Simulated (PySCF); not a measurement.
Correlation energy of Cl⁺ (chlorine, charge +1)

[Ne] 3s2 3p3 3d1, high-spin 5D determinant (an excited configuration). Computed with PySCF 2.14 in aug-cc-pVQZ-DK (7s6p4d3f2g, 84 functions), with the spin-free X2C one-electron Hamiltonian (Gaussian nucleus). Frozen: [Ne]; 6 electrons correlated.

| level | correlation energy (mhartree) |
| --- | --- |
| CCSD | -132.68 |
| (T) | -4.31 |
| CCSD(T) | -136.99 |

Diagnostics: T1 = 0.0041, D1 = 0.0087, largest double amplitude 0.044.

The outer electron is Rydberg-like, and this basis confines it to a smaller radius and binds it less than a complete one would.

Cost of the coupled-cluster step: about 40 core-seconds, for 6 correlated electrons.
